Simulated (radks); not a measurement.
Q: Pm20+, configuration [Kr] 4d5. Method: Dirac Kohn-Sham, PBE, spin-unpolarised, spherical densities, point nucleus; open shells are shared between the two j in proportion to 2j + 1; computed with a radial shooting solver on a logarithmic mesh with Libxc functionals.

Spin-orbit splittings of the eigenvalues, e(l+1/2) - e(l-1/2), with zeta = 2 splitting/(2l+1) and mean radii in bohr:

| shell | occ. | splitting (eV) | zeta (eV) | <r> j=l-1/2 | <r> j=l+1/2 |
|---|---|---|---|---|---|
| 2p | 6 | 560.4 | 373.6 | 0.08243 | 0.08894 |
| 3p | 6 | 113.8 | 75.89 | 0.2486 | 0.2609 |
| 3d | 10 | 24.77 | 9.906 | 0.2322 | 0.2361 |
| 4p | 6 | 29.23 | 19.49 | 0.5676 | 0.5889 |
| 4d | 5 | ? | ? | 0.5990 | 0.6053 |
| 5p | 0 | 10.38 | 6.918 | 1.069 | 1.098 |

Estimate the 4d splitting.

A: 5.863 eV (zeta = 2.345 eV).
